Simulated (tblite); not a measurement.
A tight-binding relaxation on `[O-][CH]O[SiH]1SCCS1` [radical].

Computed with GFN2-xTB geometry optimisation, gas phase (tblite 0.8.0). Start geometry: from a force field or distance geometry. The input is one job of a driver script: a line of settings, then coordinates in Å.

Command:
```bash
OMP_NUM_THREADS=1 python probes_run.py task.json out
```

Input:
```
{"job": {"kind": "relax", "xc": "GFN2-xTB", "basis": "xTB"}, "charge": -1, "multiplicity": 2}
O      3.994400    -0.012500     0.089500
C      3.128800     0.774900    -0.403800
O      1.774600     0.687000    -0.591400
Si     0.871600    -0.609000    -0.118500
S     -0.806900    -0.793800    -1.489800
C     -2.167100    -0.532400    -0.312300
C     -1.772900     0.465100     0.778100
S     -0.279100    -0.108500     1.657200
H      3.428500     1.741800    -0.783000
H      1.490200    -1.964100     0.005500
H     -2.443800    -1.500400     0.123800
H     -3.037500    -0.164000    -0.856900
H     -2.592300     0.556800     1.518300
H     -1.589000     1.458500     0.361200
```

Output:
```
step      E/eV     max force
  0    -710.13322    1.999
  1    -710.29419    1.288
  2    -710.41307    0.858
  3    -710.45357    0.448
  4    -710.46951    0.351
  5    -710.48091    0.416
  6    -710.49310    0.332
  7    -710.50222    0.299
  8    -710.51019    0.227
  9    -710.51546    0.218
... (80 lines left out)
 90    -710.69447    0.066
 91    -710.69483    0.060
 92    -710.69505    0.039
 93    -710.69515    0.024
 94    -710.69519    0.023
 95    -710.69525    0.020
 96    -710.69529    0.016
 97    -710.69533    0.011
 98    -710.69535    0.011
 99    -710.69536    0.008
```

«max force» is the largest atomic force in eV/Å.

Task: From which step on does the largest force stay under 0.1 eV/Å, and how much energy is left to gain from there?

Result: From step 60 (0.083 eV/Å), 9.2 meV above the end.

Summary of the converged run: energy lowered by 13.0 kcal/mol over 99 steps; largest atomic force 0.008 eV/Å at the end.

Task: Where do the atoms end?

Result: 0.488 Å rms from the input after alignment:
```
atom  x, y, z in Å
O1     3.9460   -0.1486    0.0663
C2     3.3239    0.5777   -0.6859
O3     2.0495    0.6221   -0.8640
Si4    0.8251   -0.0216    0.1538
S5    -0.6623   -0.1849   -1.4350
C6    -2.0749   -0.5221   -0.3458
C7    -2.0238    0.3064    0.9169
S8    -0.6800   -0.2522    1.9869
H9     3.8447    1.3390   -1.3107
H10    1.3138   -1.3869    0.3559
H11   -2.0657   -1.5849   -0.0953
H12   -2.9738   -0.2986   -0.9248
H13   -2.9511    0.1921    1.4824
H14   -1.8719    1.3619    0.6774
```

Task: Estimate the wall time. Hardware: an Arm Neoverse N1 with one thread, shared host with 64 logical CPUs at a one-minute load of 23.

Result: About 1.4 s.
Labels such as C1 count atoms from 1, the log's own numbers from 0.
